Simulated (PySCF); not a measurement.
Harmonic spectrum computed at B3LYP in the def2-TZVP basis family (core potentials from Rb on, PySCF, no spin–orbit coupling):

```json
{"ω (cm⁻¹)": "65", "IR (km/mol, summed over degenerate members)": "65.7", "degeneracy": "1"}
{"ω (cm⁻¹)": "129", "IR (km/mol, summed over degenerate members)": "32.3", "degeneracy": "2"}
{"ω (cm⁻¹)": "511", "IR (km/mol, summed over degenerate members)": "422", "degeneracy": "2"}
{"ω (cm⁻¹)": "523", "IR (km/mol, summed over degenerate members)": "16.1", "degeneracy": "1"}
```

**Question.** Which molecule gave it? In each, all ligands are bound to the one heavy central atom.
A. ScF₃ (singlet)
B. AsF₃ (singlet)
C. LaF₃ (singlet)
D. YF₃ (singlet)
E. BrF₃ (singlet)

**Answer.** C. It has C3v symmetry with La–F 2.161 Å (×3).
